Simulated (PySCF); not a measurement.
# Exercise with solution: oscillator strength and radiative lifetime

H₆Si₂Te, SMILES [Te]([SiH3])[SiH3].

Coordinates come from a B3LYP-D3(BJ)/def2-SVP optimisation. The def2 effective core potentials stand for the cores of Te; spin–orbit coupling is left out.

TDA-B3LYP/def2-SVPD (PySCF 2.14.0) puts the first singlet state with f over 0.02 at 4.47 eV (vertical), with the transition dipole (0.000, 0.444, 0.000) in atomic units.

**Question.** Find the oscillator strength, the wavelength and the radiative lifetime that this transition would have in vacuum if emission retraced absorption.

**Answer.** 
|μ|² = 0.1971 au, so |μ| = 1.13 D. ΔE = 4.47/27.211 = 0.1643 hartree. f = (2/3) ΔE |μ|² = 0.022 (the program prints 0.022).
λ = 1239.84/4.47 = 277 nm; ν = 36053 cm⁻¹.
Einstein's coefficient A = 0.6670 ν² f s⁻¹ (ν in cm⁻¹) = 1.9e7 s⁻¹, so τ = 1/A = 53 ns. This state is S2; the lower singlet has f = 0.000. The figure is the radiative limit of this one transition; relaxation, internal conversion, crossing to triplets and a medium change what is measured.
